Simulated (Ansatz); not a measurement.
`CBC=S` + H₂ → `BC` + `C=S` at 400 K and 1 bar (hydrogenolysis of a B–C bond).

Computed with Ansatz on PBE0-D4/def2-TZVP structures; ΔE is electronic, products minus reactants. CBS: MP2 limit from def2 TZ/QZ plus the TZ coupled-cluster correction, frozen cores. This one scheme is used for every species. One conformer a species, not always the lowest.

| species | CCSD(T)/CBS energy (Eh) | H − E (kJ/mol) | S (J/(mol·K)) |
| --- | --- | --- | --- |
| `CBC=S` | -501.64970 | 197.3 | 340.1 |
| H₂ | -1.17544 | 38.0 | 139.0 |
| `BC` | -65.83255 | 164.9 | 265.6 |
| `C=S` | -436.98974 | 79.4 | 242.5 |

H − E and S are ideal-gas, rigid-rotor, harmonic terms from PBE0-D4/def2-TZVP, for one conformer and one mirror image of each species. The MP2-based limit puts H₂ 0.8 mEh under its directly extrapolated value; such offsets cancel only in part. 1 Eh = 2625.50 kJ/mol, R = 8.31446 J/(mol·K).

**Question.** By hand: ΔE, ΔH, ΔS and ΔG.

**Answer.** ΔE = (-65.83255) + (-436.98974) − (-501.64970) − (-1.17544) = 0.00285 Eh = 7.5 kJ/mol. Δ(H − E) = 164.9 + 79.4 − 197.3 − 38.0 = 9.0, so ΔH = 16.5 kJ/mol. ΔS = 265.6 + 242.5 − 340.1 − 139.0 = 29.0 J/(mol·K). ΔG = 16.5 − 400 × (29.0)/1000 = 4.9 kJ/mol.

**Question.** By hand: the equilibrium constant, and the temperature at which ΔG would vanish if ΔH and ΔS stayed fixed.

**Answer.** log₁₀ K = −ΔG/(RT ln 10) = -0.6. ΔG = 0 at ΔH/ΔS = 569 K.

TΔS isn't small against ΔH here. The sign of ΔG lies within the doubt. A doubt of 5 kJ/mol in ΔE shifts log₁₀ K by 0.7 here. Other conformers and mirror images would add mixing entropy, several J/(mol·K) or more a flexible species. These are equilibria of isolated gas molecules and say nothing of rates. Largest T1 diagnostic: 0.019 (customary marks: 0.02 for closed shells, 0.045 for open ones).
